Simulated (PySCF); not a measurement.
Cl3H3Si2. Atoms are numbered in the order given.

```xyz
8

Si     0.0000     0.0000     2.2806
Si     0.0000     0.0000    -0.0527
Cl    -1.6798    -0.9698    -0.7737
Cl     1.6798    -0.9698    -0.7737
Cl     0.0000     1.9396    -0.7737
H     -1.2221     0.7056     2.7561
H      1.2221     0.7056     2.7561
H      0.0000    -1.4112     2.7561
```

Geometry optimised at B3LYP-D3(BJ)/def2-SVP.

Method: PBE/pcSseg-1 in PySCF.

GIAO shieldings, no solvent; atoms alike by connectivity are averaged. δ = σ(ref) − σ: ²⁹Si against TMS (σ = 335.4 ppm); ³⁵Cl against HCl (σ = 936.5 ppm); ¹H against TMS (σ = 31.49 ppm), references at their B3LYP-D3(BJ)/def2-TZVP geometries, non-relativistic (without spin–orbit terms, shifts of atoms bonded to Cl or Br come out too high).

```csv
nucleus,atoms,count,δ (ppm)
²⁹Si,Si2,1,51.6
²⁹Si,Si1,1,-94.3
³⁵Cl,"Cl3, Cl4, Cl5",3,211.7
¹H,"H6, H7, H8",3,4.03
```
